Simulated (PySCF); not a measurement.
Species: GaCl2(nPr), C₃H₇Cl₂Ga.
Geometry (PBE0-D3(BJ)/def2-SVP, Å), atoms numbered from 1 in this order:
```
atom  x, y, z in Å
Ga1    1.1275    1.8199    0.8856
Cl2    3.2251    2.1027    1.2433
Cl3    0.0461    3.6452    0.5541
C4     0.2313    0.0905    0.7757
C5    -0.1987   -0.2434   -0.6556
C6    -0.9790   -1.5464   -0.7434
H7    -0.6493    0.1473    1.4381
H8     0.9023   -0.6815    1.1844
H9     0.6897   -0.3038   -1.3081
H10   -0.8132    0.5789   -1.0612
H11   -1.9049   -1.4927   -0.1489
H12   -1.2599   -1.7772   -1.7823
H13   -0.3864   -2.3916   -0.3594
```

Method used: PySCF 2.14.0, PBE0-D3(BJ)/def2-SVP geometry optimisation, gas phase.

**Question.** Which atoms are bound to Ga1, and at what distances?

**Answer.** 3 atoms: C4 1.951 Å, Cl2 2.147 Å, Cl3 2.147 Å. The nearest atom not counted as bound is H7, at 2.50 Å.

**Question.** List the angles at Ga1.

**Answer.** 
```
      angle  degrees  distance of the outer atoms (Å)
 Cl2–Ga1–C4    125.1                             3.64
 Cl3–Ga1–C4    120.9                             3.57
Cl2–Ga1–Cl3    113.9                             3.60
```

**Question.** What is the shape at Ga1?

**Answer.** Planar: angles 125.1°, 120.9° and 113.9°, sum 359.9°, 0.03 Å off the plane of its three neighbours.

**Question.** What are the other bond lengths?

**Answer.** C4–C5 1.531 Å; C4–H7, C4–H8 1.102 Å; C5–C6 1.521 Å; C5–H9, C5–H10 1.104 Å; C6–H11, C6–H12, C6–H13 1.101 Å.

**Question.** Give some angles away from the centre.

**Answer.** Ga1–C4–C5 112.0°, C4–C5–C6 112.6°.

**Question.** What are the rotational constants (commonest isotopes, rigid rotor)?

**Answer.** A = 2052, B = 932.6, C = 674.3 MHz: an asymmetric top.

Point group: C1 (no symmetry element, even within 0.4 Å). Charge 0, singlet. Stationary, but not proved a minimum.

The run took 6.1 min of wall time on an AMD EPYC with one thread, on a shared host, and the process peaked at 0.54 GiB of memory. These figures are those of the optimisation.

One conformer stands for the species.
